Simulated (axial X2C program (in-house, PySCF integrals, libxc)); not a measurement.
Working with the constants of RuCl⁺

A bond curve at the CCSD(T) level, with spin–orbit coupling, was computed with an axial X2C code built on PySCF integrals (basis Ru dyall-cv3z [12s12p8d5f3g], Cl dyall-av3z [9s8p3d2f] (cores contracted in-house)) for the state Ω = 4 (⟨Sz⟩ = 1.99, ⟨Lz⟩ = 2.01 at HF). Its fit gives Re = 2.1611 Å, ωe = 451.5 cm⁻¹, ωexe = 1.1 cm⁻¹ and αe = 4.980e-04 cm⁻¹; the masses are 101.9043 and 34.9689 u. Two-component means X2C with spin–orbit coupling and atomic mean-field Coulomb and Gaunt terms.

Correlated methods: 14 electrons correlated (number of frozen shells: Ru 4 s, 3 p, 1 d; Cl 2 s, 1 p), 290 virtual spin orbitals or spinors in MP2, 90 natural virtuals in coupled cluster.

Problem. Find the reduced mass, Be and the force constant.

Solution. From the CCSD(T) values: μ = 26.0349 u. Be = 16.8576/(μ Re²) = 0.1386 cm⁻¹. k = 5.8918×10⁻⁷ μ ωe² = 3.13 mdyn/Å.

Problem. Estimate the centrifugal constant by the Kratzer relation.

Solution. D = 4Be³/ωe² = 5.23e-08 cm⁻¹.

Problem. Where do the fundamental and the first overtone lie?

Solution. ν(1←0) = ωe − 2ωexe = 449.3 cm⁻¹; ν(2←0) = 2ωe − 6ωexe = 896.4 cm⁻¹.

Problem. A Morse curve ties αe to the other constants (Pekeris). How well does that hold?

Solution. αe(Morse) = 6Be²/ωe × (√(ωexe/Be) − 1) = 4.641e-04 cm⁻¹; the CCSD(T) curve gives 4.980e-04 cm⁻¹, a ratio of 0.93.

Occupations by symmetry block were frozen at the best pattern of an incomplete PBE0 search. Coupled cluster ran in a truncated set of natural virtual spinors; the MP2 energy of the rest was added. (T) has no such correction and the atoms are truncated less, which lowers De at CCSD(T) by a hundredth of an eV or more. Other states lie close and PBE0, whose exact exchange favours high spin, may order them wrongly; the determinant shown need not be the ground state. The nearest other 2c determinant of the search, Ω = 3, lies 0.48 eV up at the distance of the search. With several unpaired electrons one determinant need not be a pure state. Open-shell Ω = 0 determinants with evenly filled partner blocks cannot be reached by this program, so the Ω shown need not be the lowest component.
